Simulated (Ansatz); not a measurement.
`[SiH3][O][GaH][SiH3]` + H₂S → `[SiH3][GaH][SH]` + silanol at 298.15 K and 1 bar (ligand exchange at a Ga–O bond).

Isolated molecules relaxed with PBE0-D4/def2-TZVP in Ansatz; ΔE leaves out vibrations. CCSD(T)/CBS is the MP2 limit (def2-TZVPP, def2-QZVPP) plus CCSD(T) − MP2 in def2-TZVPP, frozen cores. This one scheme is used for every species. For Ga outer-core shells are correlated without core-valence functions, which leaves a few kJ/mol of doubt a bond. Scalar relativity is left out up to krypton. One conformer a species, not always the lowest.

```
               species  CCSD(T)/CBS energy (Eh)  H − E (kJ/mol)  S (J/(mol·K))
`[SiH3][O][GaH][SiH3]`              -2581.53641           184.5          396.0
                   H₂S               -398.97279            49.9          205.7
     `[SiH3][GaH][SH]`              -2613.82650           127.4          349.8
             `O[SiH3]`               -366.69042           113.6          257.8
```

H − E and S are ideal-gas, rigid-rotor, harmonic terms from PBE0-D4/def2-TZVP, for one conformer and one mirror image of each species. 1 Eh = 2625.50 kJ/mol, R = 8.31446 J/(mol·K).

Task: By hand: ΔE, ΔH, ΔS and ΔG.

Result: ΔE = (-2613.82650) + (-366.69042) − (-2581.53641) − (-398.97279) = -0.00772 Eh = -20.3 kJ/mol. Δ(H − E) = 127.4 + 113.6 − 184.5 − 49.9 = 6.6, so ΔH = -13.7 kJ/mol. ΔS = 349.8 + 257.8 − 396.0 − 205.7 = 5.9 J/(mol·K). ΔG = -13.7 − 298.15 × (5.9)/1000 = -15.5 kJ/mol.

Task: By hand: the equilibrium constant, and the temperature at which ΔG would vanish if ΔH and ΔS stayed fixed.

Result: log₁₀ K = −ΔG/(RT ln 10) = 2.7. ΔH and −TΔS have one sign here, so there is no such temperature. One of them is within its doubt of zero, so this could turn.

The number of gas molecules stays the same, so ΔS is small and ΔH decides. A doubt of 5 kJ/mol in ΔE shifts log₁₀ K by 0.9 here. Other conformers and mirror images would add mixing entropy, several J/(mol·K) or more a flexible species. Modes under 60 cm⁻¹, often nearly free rotors, make the harmonic entropy too high. These are equilibria of isolated gas molecules and say nothing of rates. Largest T1 diagnostic: 0.014 (customary marks: 0.02 for closed shells, 0.045 for open ones).
